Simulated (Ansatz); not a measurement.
Reaction (germylene formation by 1,1-elimination): `[CH3][GeH]([F])[GeH3]` → `[CH3][GeH3]` + `[F][GeH]`

Computed with Ansatz on PBE0-D4/def2-TZVP structures; ΔE is electronic, products minus reactants. CCSD(T)/CBS adds triple-zeta CCSD(T) − MP2 to the extrapolated MP2 energy (def2 sets, frozen cores). DFT in def2-TZVPP. B3LYP here is the variant with VWN-RPA as its local correlation; programs differ in this. For Ge outer-core shells are correlated without core-valence functions, which leaves a few kJ/mol of doubt a bond. Scalar relativity is left out up to krypton.

`[CH3][GeH]([F])[GeH3]`:

```xyz
11

C     0.411    0.107   -1.782
Ge    0.821    0.068    0.117
F     1.434    1.667    0.502
Ge   -1.100   -0.265    1.564
H    -0.357    0.854   -1.984
H     0.050   -0.870   -2.109
H     1.310    0.359   -2.346
H     1.989   -0.889    0.432
H    -2.163    0.805    1.273
H    -0.685   -0.184    3.039
H    -1.710   -1.652    1.295
```

`[CH3][GeH3]`:

```xyz
8

C     0.284    0.850    0.520
Ge   -0.251   -0.752   -0.460
H     0.982    1.441   -0.073
H    -0.588    1.464    0.746
H     0.769    0.575    1.457
H    -0.932   -0.367   -1.786
H    -1.241   -1.586    0.373
H     0.977   -1.624   -0.777
```

`[F][GeH]`:

```xyz
3

F    -0.134    0.043   -1.316
Ge    0.354    0.622    0.269
H    -0.221   -0.665    1.047
```

CCSD(T)/CBS gives +153.3 kJ/mol.

(1) Another level gave +136.9 kJ/mol. Which?
A. PBE-D4/def2-TZVPP
B. B3LYP-D4/def2-TZVPP
C. CCSD(T)/def2-TZVPP
D. B3LYP/def2-TZVPP

Largest T1 diagnostic among the species: 0.014.

Answers

(1) B. B3LYP-D4 136.9, B3LYP 124.4, PBE-D4 149.6, CCSD(T)/def2-TZVPP 159.5 kJ/mol.

From PBE to PBE0 (25 % exact exchange), in def2-TZVPP and without D4, ΔE moves by +14.0 kJ/mol. In def2-TZVPP, CCSD(T) changes the Hartree–Fock value by +28.6 kJ/mol (the triples alone add +3.0 kJ/mol) and MP2 by +40.4 kJ/mol. The D4 term adds +12.5 kJ/mol with B3LYP and +7.0 kJ/mol with PBE0; it sums over pairs of atoms, weighted by their polarisabilities, and B3LYP, whose exchange is more repulsive, gets the larger term.
